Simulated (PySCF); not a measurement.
C3H5BO2, SMILES C=CB(O)C=O. Coordinates come from a PBE-D3(BJ)/def2-SVP optimisation. This is a generated structure with no PubChem entry under its InChIKey; it may be hypothetical. The values are those of a single conformer.

Task: Give the equilibrium geometry at PBE-D3(BJ)/def2-SVP (PySCF confirms it by a frequency run) as Cartesian coordinates in Å, and its point group. (Estimate from the structure and the level; the computed values follow.)

Result: This is not unique; one that fits is point group Cs.
```xyz
11

C      0.0043     2.5728     0.0000
C      0.6938     1.4084     0.0000
B     -0.0019     0.0189     0.0000
O     -1.3510    -0.1268     0.0000
C      0.7607    -1.4168     0.0000
O      0.0617    -2.4290     0.0000
H     -1.0995     2.5744     0.0000
H      0.4989     3.5595     0.0000
H      1.7987     1.4616     0.0000
H     -1.5163    -1.1043     0.0000
H      1.8885    -1.5262     0.0000
```
Charge 0, spin multiplicity 1.
